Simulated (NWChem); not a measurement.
Molecule: C₄H₉O, doublet; SMILES CC(C)(C)[O]

```xyz
14

C      1.3427    -0.6645     0.0000
C     -0.0187     0.0722     0.0000
C     -0.8046    -0.2764    -1.2687
C     -0.8046    -0.2764     1.2687
O      0.3456     1.3928     0.0000
H      1.1554    -1.7487     0.0000
H      1.9237    -0.3999     0.8944
H      1.9237    -0.3999    -0.8944
H     -1.0490    -1.3490    -1.3076
H     -1.7473     0.2908    -1.2964
H     -0.2200    -0.0109    -2.1614
H     -0.2200    -0.0109     2.1614
H     -1.0490    -1.3490     1.3076
H     -1.7473     0.2908     1.2964
```
Atoms are numbered in this order, from 1.

Results from NWChem. Spin-unrestricted. In the optimisation the excess spin sits in a' (Cs, its own frame). The radical's symmetric form is orbitally degenerate, so geometry and low modes hang on which distorted state is reached. Coordinates come from a PBE0/def2-SVP, spin-unrestricted optimisation. No stability test was run on the SCF state. Level: B3LYP/def2-SVP with COSMO at NWChem's default radii, gas-phase geometry; the question gives the dielectric constant. Reactions with the solvent are ignored.

Question: What does the run give for dielectric constant 2.0? Quantities: electrostatic solvation energy (kcal/mol); dipole in solution (D).

Answer: 
| Item | Result |
|---|---|
| electrostatic solvation energy (kcal/mol) | -1.6 |
| dipole in solution (D) | 2.27 |
